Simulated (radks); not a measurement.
Task: The table gives one normalised radial function P(r) = r R(r) of Sm53+ in [He] 2s2 2p5 (r in bohr). Calculated with a radial shooting solver on a logarithmic mesh with Libxc functionals: non-relativistic Kohn-Sham, LB94 model potential, spin-polarised, spherical densities, point nucleus; open shells are filled with parallel spins first (spin-orbit coupling, left out, can overturn this in heavy ions); relativity is left out, which matters for an element this heavy.

r	P
0.0008095	0.7461
0.001005	0.9148
0.001247	1.1184
0.001547	1.3625
0.001921	1.6523
0.002403	2.0063
0.002982	2.4023
0.003701	2.8516
0.004593	3.3489
0.005701	3.8809
0.007075	4.4239
0.008781	4.9408
0.0109	5.3800
0.01353	5.6772
0.01692	5.7602
0.021	5.5599
0.02607	5.0529
0.03235	4.2620
0.04015	3.2778
0.04983	2.2490
0.06185	1.3400
0.07676	0.6706
0.09526	0.2705
0.1192	0.0795
0.1479	0.0174
0.1836	0.0025
0.2278	0.0002
0.2828	0.0000
0.3509	0.0000
0.4356	0.0000
0.5406	0.0000
0.6709	0.0000

Which n and l does it have? It may be an empty orbital.

Result: n = 1, l = 0: the number of nodes gives n - l - 1 = 0, the rise at small r (about r^(l+1)) gives l, and the extent must fit the shell. The curve is that of 1s up; the table hardly tells the two spins apart. 1s up: eigenvalue -48491 eV, 0 radial nodes, <r> = 0.0244 bohr, 90 % of the charge inside 0.0434 bohr.
